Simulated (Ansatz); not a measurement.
Reaction (ligand exchange at the Al–C bond): `C[CH2][Al]([Cl])[Cl]` + H–F → `[F][Al]([Cl])[Cl]` + `CC`

Isolated molecules relaxed with PBE0-D4/def2-TZVP in Ansatz; ΔE leaves out vibrations. CCSD(T)/CBS adds triple-zeta CCSD(T) − MP2 to the extrapolated MP2 energy (def2 sets, frozen cores). This one scheme is used for every species. Functionals use def2-TZVPP. HSE06 is defined as in plane-wave codes. One conformer a species, not always the lowest.

**Question.** Is it downhill or uphill in electronic energy at CCSD(T)/CBS, and by how much? (Best estimate.)

**Answer.** Computed: Downhill: ΔE = -42.4 kcal/mol.

**Question.** What do these levels give: revPBE-D4, B97M-V, BLYP, HSE06, RPA@PBE/def2-TZVPP, MP2/def2-QZVPP? (Best estimate.)

**Answer.** Computed: revPBE-D4 -39.8, B97M-V -45.0, BLYP -45.4, HSE06 -41.5, RPA@PBE/def2-TZVPP -42.4, MP2/def2-QZVPP -42.7 kcal/mol.

Largest T1 diagnostic among the species: 0.010.

The D4 term adds +2.0 kcal/mol with B3LYP and +1.2 kcal/mol with PBE0; it sums over pairs of atoms, weighted by their polarisabilities, and B3LYP, whose exchange is more repulsive, gets the larger term. Leaving LDA and LC-ωPBE aside and taking each functional with its dispersion term where it has one, the values spread over 5.2 kcal/mol, from B97M-V to revPBE-D4. LDA lies +2.0 kcal/mol from PBE without D4.

B3LYP here is the variant with VWN-RPA as its local correlation; programs differ in this.
